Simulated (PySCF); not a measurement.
**From a computed spectrum to the compound**

A species of 3 atoms with charge 3 has these harmonic modes (PBE, small Gaussian bases with core potentials, PySCF 2.14.0):

```csv
cm⁻¹,km/mol,symmetry
259,6.0,π
259,6.0,π
310,15.3,σ+
2282,336.1,σ+
```

(1) Which species is it, and in which structure?

Results:

(1) [Lu(N2)]3+ (singlet in the valence; each metal's 4f electrons, 14 of them, lie in its core potential, out of spins and levels):
```xyz
3

Lu    0.0000    0.0000   -0.3955
N     0.0000    0.0000    1.9083
N     0.0000    0.0000    3.0328
```
Ideal gas at 298.15 K and 1 bar: S = 268.3 J/(mol K), Cp = 50.7 J/(mol K), H − H(0 K) = 12.2 kJ/mol (rigid rotor, harmonic modes, spin degeneracy alone, that of the 4f electrons in the core included). An lcecp potential fixes the number of 4f electrons, so in runs with it no electron can move into or out of that shell.
 This is one of several that fit.
